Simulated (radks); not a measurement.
Problem. The mean radii <r> (bohr) of the occupied orbitals of an atom or ion are listed with their occupations. Method: scalar-relativistic Kohn-Sham, r2SCAN, spin-unpolarised, spherical densities, finite nucleus; meta-GGA in the generalised Kohn-Sham scheme; Fermi nuclear charge, rms radius of each element as measured or else 0.836 A^(1/3) + 0.57 fm; computed with a radial shooting solver on a logarithmic mesh with Libxc functionals.

orbital  occ.      <r>
1s          2  0.01867
2s          2  0.07894
2p          6  0.07057
3s          2   0.2046
3p          6   0.2047
3d         10   0.1857
4s          2   0.4589
4p          6   0.4875
4d         10   0.5231
5s          2    1.104
5p          6    1.293
4f         14   0.6387
6s          1    3.103
5d          3    2.097
7d          1    21.31

Name the element and its charge.

Solution. Z = 73, tantalum, charge 0: Ta in [Xe] 4f14 5d3 6s1 7d1. The 1s radius gives Z: for a bare nucleus <r> = (2 gamma + 1)/(2Z) with gamma = sqrt(1 - (Z/c)^2), 0.01844 bohr for Z = 73, and screening makes it slightly larger (0.01867 here). The occupations add up to 73, and the charge is Z minus that.
